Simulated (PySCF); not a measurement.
## A ladder of Hamiltonians for Tm⁵⁷⁺ (thulium, charge +57)

Occupied: 1s1/2, 2s1/2, 2p1/2, 2p3/2, 3s1/2. Hartree-Fock calculated with PySCF 2.14 in an uncontracted even-tempered set (20 s from 7.5 bohr⁻², ratio 2.3; 16 p from 9 bohr⁻², ratio 2.3), Gaussian nucleus throughout. NR is non-relativistic, sf-X2C the spin-free one-electron X2C Hamiltonian, X2C adds the bare one-electron spin-orbit term, X2C-SNSO screens it by Boettger's factors, DC is four-component Dirac-Coulomb, and the Gaunt term is added at first order (total energies over the DC spinors, levels after relaxing the spinors in that mean field). QED terms are absent. Levels marked empty are virtual spinors of this ion; the basis has s and p functions only, so 3d, which can lie below the n = 4 levels, is absent.

```json
{"level (eV)": "1s1/2", "NR": "-60064.7", "sf-X2C": "-64278.1", "X2C": "-64266.8", "X2C-SNSO": "-64267.5"}
{"level (eV)": "2s1/2", "NR": "-13323.6", "sf-X2C": "-14517.7", "X2C": "-14515.0", "X2C-SNSO": "-14515.1"}
{"level (eV)": "2p1/2", "NR": "-12953.1", "sf-X2C": "-13350.4", "X2C": "-14094.0", "X2C-SNSO": "-14069.1"}
{"level (eV)": "2p3/2", "NR": "-12953.1", "sf-X2C": "-13350.4", "X2C": "-13044.6", "X2C-SNSO": "-13053.0"}
{"level (eV)": "3s1/2", "NR": "-5532.7", "sf-X2C": "-5907.4", "X2C": "-5907.0", "X2C-SNSO": "-5907.0"}
{"level (eV)": "3p1/2 (empty)", "NR": "-5316.9", "sf-X2C": "-5474.2", "X2C": "-5667.5", "X2C-SNSO": "-5661.1"}
{"level (eV)": "3p3/2 (empty)", "NR": "-5316.9", "sf-X2C": "-5474.2", "X2C": "-5393.7", "X2C-SNSO": "-5395.9"}
{"level (eV)": "4s1/2 (empty)", "NR": "-2967.8", "sf-X2C": "-3124.2", "X2C": "-3124.0", "X2C-SNSO": "-3124.0"}
```

Task: Where do the four-component calculations put these levels?

Result: 1s1/2: DC -64338.3, DC+Gaunt -64148.5; 2s1/2: DC -14524.8, DC+Gaunt -14504.3; 2p1/2: DC -14075.1, DC+Gaunt -14039.5; 2p3/2: DC -13059.9, DC+Gaunt -13035.7; 3s1/2: DC -5909.3, DC+Gaunt -5903.9; 3p1/2 (empty): DC -5662.6, DC+Gaunt -5653.6; 3p3/2 (empty): DC -5397.4, DC+Gaunt -5391.3; 4s1/2 (empty): DC -3124.9, DC+Gaunt -3122.8 (eV).

```json
{"Hamiltonian": "NR", "E (hartree)": "-9342.8510", "E − E(DC) (hartree)": "583.1958", "CPU seconds": "0.61"}
{"Hamiltonian": "sf-X2C", "E (hartree)": "-9912.2045", "E − E(DC) (hartree)": "13.8423", "CPU seconds": "0.44"}
{"Hamiltonian": "X2C", "E (hartree)": "-9922.3772", "E − E(DC) (hartree)": "3.6697", "CPU seconds": "0.44"}
{"Hamiltonian": "X2C-SNSO", "E (hartree)": "-9921.7582", "E − E(DC) (hartree)": "4.2887", "CPU seconds": "0.46"}
{"Hamiltonian": "DC", "E (hartree)": "-9926.0468", "E − E(DC) (hartree)": "0.0000", "CPU seconds": "30"}
{"Hamiltonian": "DC+Gaunt", "E (hartree)": "-9914.3507", "E − E(DC) (hartree)": "11.6962", "CPU seconds": "54"}
```

Weight of the small component: 1s1/2 0.0669, 2s1/2 0.0155, 2p1/2 0.0154, 2p3/2 0.0142, 3s1/2 0.00603, 3p1/2 0.00591, 3p3/2 0.00561, 4s1/2 0.00309.

Koopmans' value for the highest occupied level at DC+Gaunt: 5903.9 eV, against an ionisation energy of 5901 ± 6 eV (theoretical estimate listed by NIST; NIST Atomic Spectra Database, ionization energies); the former lacks relaxation, correlation, QED and recoil.

The whole ladder took 92 s of wall time on 1 thread of Intel(R) Xeon(R) Platinum 8259CL CPU @ 2.50GHz (shared host), launched as `OMP_NUM_THREADS=1 python relrun2.py TASK.json OUT` (a driver that calls PySCF for each Hamiltonian).

Dirac-Coulomb iterations, started from the X2C spinors:

```
with_ssss True, with_gaunt False, with_breit False
light speed = 137.03599967994
init E= -9865.27537742348
cycle= 1 E= -9926.04530746878  delta_E= -60.8  |g|= 2.65  |ddm|= 0.167
cycle= 2 E= -9926.04683359271  delta_E= -0.00153  |g|= 0.0329  |ddm|= 0.0107
cycle= 3 E= -9926.04683504539  delta_E= -1.45e-06  |g|= 0.000998  |ddm|= 0.000485
cycle= 4 E= -9926.0468350468  delta_E= -1.4e-09  |g|= 4.65e-06  |ddm|= 1.22e-05
```
